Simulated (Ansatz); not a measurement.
This singlet lies 1.72 eV below the relaxed triplet at the level composite: frozen-core CCSD(T) with HF/cc-pVQZ and the correlation energy extrapolated as X^-3 from cc-pVTZ and cc-pVQZ, plus CCSDT(Q) minus CCSD(T) in cc-pVDZ // PBE0-D3(BJ)/def2-TZVP (Ansatz, a first-principles code).

Computed with PBE0-D3(BJ)/def2-TZVP (Ansatz). No frequencies were computed at this level.

Ansatz 0.2 input:
```yaml
crystal:
  periodic: [false, false, false]
  atoms:
    - { symbol: O, position_ang: [-0.659482, -0.304279, -0.043473] }
    - { symbol: Si, position_ang: [0.629633, 0.715861, 0.096047] }
    - { symbol: H, position_ang: [-1.565019, -0.012292, -0.014407] }
    - { symbol: H, position_ang: [1.594867, -0.39929, -0.038167] }
basis:
  gaussian: { orbitals: def2-tzvp }
hamiltonian:
  xc: pbe0
  dispersion: d3bj
relax:
  max_steps: 150
```

Output:

```
Functional definition: PBE0
507 factors; their error is unknown
mean field evaluation 1: about -9947.5287 eV, gradient 5.3e1 eV
mean field evaluation 2: about -9928.5298 eV, gradient 1.1e2 eV
mean field evaluation 4: about -9952.1918 eV, gradient 2.3e0 eV
mean field evaluation 8: about -9952.2403 eV, gradient 2.2e-2 eV
mean field -9952.24034052 eV, -365.7380866432 hartree, gradient 4.1e-5 eV, S^2 0.000000; 0 other end points of the search recorded, 0 dependent functions left out
reference -9952.24036246 eV, -365.7380874495 hartree; 12, 12 occupied and 68, 68 virtual orbitals, 507 factors
relax step   1: F+E_penalty+E_count = -9952.27826541 eV  Δ(F+E_penalty+E_count) = +0.000e0 eV  max|allowed force component| = 6.446e-1 eV/Å  Δτ_max = 0.0000 Å  (23 SCF iters, accepted)
these checks for a lower state are left out or cut short: starts, cluster_reference, orbital_swaps, neighbouring_geometries, increment
507 factors; their error is unknown
mean field evaluation 16: about -9952.2348 eV, gradient 6.1e-3 eV
mean field -9952.27092271 eV, -365.7392105181 hartree, gradient 9.2e-6 eV, S^2 0.000000; 0 other end points of the search recorded, 0 dependent functions left out
reference -9952.27094467 eV, -365.7392113251 hartree; 12, 12 occupied and 68, 68 virtual orbitals, 507 factors
relax step   2: F+E_penalty+E_count = -9952.30879124 eV  Δ(F+E_penalty+E_count) = -3.053e-2 eV  max|allowed force component| = 4.238e-1 eV/Å  Δτ_max = 0.0449 Å  (29 SCF iters, accepted)
these checks for a lower state are left out or cut short: starts, cluster_reference, orbital_swaps, neighbouring_geometries, increment
507 factors; their error is unknown
mean field -9952.28444549 eV, -365.7397074711 hartree, gradient 9.8e-6 eV, S^2 0.000000; 0 other end points of the search recorded, 0 dependent functions left out
reference -9952.28446749 eV, -365.7397082795 hartree; 12, 12 occupied and 68, 68 virtual orbitals, 507 factors
relax step   3: F+E_penalty+E_count = -9952.32233214 eV  Δ(F+E_penalty+E_count) = -1.354e-2 eV  max|allowed force component| = 2.478e-1 eV/Å  Δτ_max = 0.0186 Å  (29 SCF iters, accepted)
these checks for a lower state are left out or cut short: starts, cluster_reference, orbital_swaps, neighbouring_geometries, increment
507 factors; their error is unknown
mean field evaluation 32: about -9952.2764 eV, gradient 4.8e-5 eV
mean field -9952.27634996 eV, -365.7394099659 hartree, gradient 1.2e-5 eV, S^2 0.000000; 0 other end points of the search recorded, 0 dependent functions left out
reference -9952.27637183 eV, -365.7394107696 hartree; 12, 12 occupied and 68, 68 virtual orbitals, 507 factors
relax step   4: F+E_penalty+E_count = -9952.31425075 eV  Δ(F+E_penalty+E_count) = +8.081e-3 eV  max|allowed force component| = 1.443e0 eV/Å  Δτ_max = 0.0421 Å  (28 SCF iters, rejected (line search))
these checks for a lower state are left out or cut short: starts, cluster_reference, orbital_swaps, neighbouring_geometries, increment
507 factors; their error is unknown
mean field -9952.29130307 eV, -365.7399594826 hartree, gradient 1.0e-5 eV, S^2 0.000000; 0 other end points of the search recorded, 0 dependent functions left out
reference -9952.29132506 eV, -365.7399602907 hartree; 12, 12 occupied and 68, 68 virtual orbitals, 507 factors
relax step   5: F+E_penalty+E_count = -9952.32920925 eV  Δ(F+E_penalty+E_count) = -6.877e-3 eV  max|allowed force component| = 9.063e-2 eV/Å  Δτ_max = 0.0205 Å  (28 SCF iters, accepted)
these checks for a lower state are left out or cut short: starts, cluster_reference, orbital_swaps, neighbouring_geometries, increment
507 factors; their error is unknown
mean field -9952.29303241 eV, -365.7400230345 hartree, gradient 1.1e-5 eV, S^2 0.000000; 0 other end points of the search recorded, 0 dependent functions left out
reference -9952.29305439 eV, -365.7400238424 hartree; 12, 12 occupied and 68, 68 virtual orbitals, 507 factors
relax step   6: F+E_penalty+E_count = -9952.33095291 eV  Δ(F+E_penalty+E_count) = -1.744e-3 eV  max|allowed force component| = 9.303e-3 eV/Å  Δτ_max = 0.0174 Å  (28 SCF iters, accepted)
507 factors; their error is unknown
mean field evaluation 64: about -9952.2930 eV, gradient 3.5e-5 eV
mean field -9952.29303241 eV, -365.7400230345 hartree, gradient 5.2e-5 eV, S^2 0.000000; 1 other end points of the search recorded, 0 dependent functions left out
reference -9952.29305439 eV, -365.7400238424 hartree; 12, 12 occupied and 68, 68 virtual orbitals, 507 factors
Total energy: -9952.33097490 eV, -365.7414173952 hartree
Atom 0 at    -0.685969    -0.362692    -0.051524 Å, force    -0.006958    -0.001481    -0.000036 eV/Å
Atom 1 at     0.580613     0.696139     0.092896 Å, force     0.007219     0.009303     0.001303 eV/Å
Atom 2 at    -1.551299     0.052698    -0.005619 Å, force     0.003671    -0.004925    -0.000769 eV/Å
Atom 3 at     1.656654    -0.386144    -0.035753 Å, force    -0.003932    -0.002896    -0.000498 eV/Å
Dipole moment:    -0.231550     0.121897     0.013648 e Å
```

Cost: roughly 5 core-seconds.
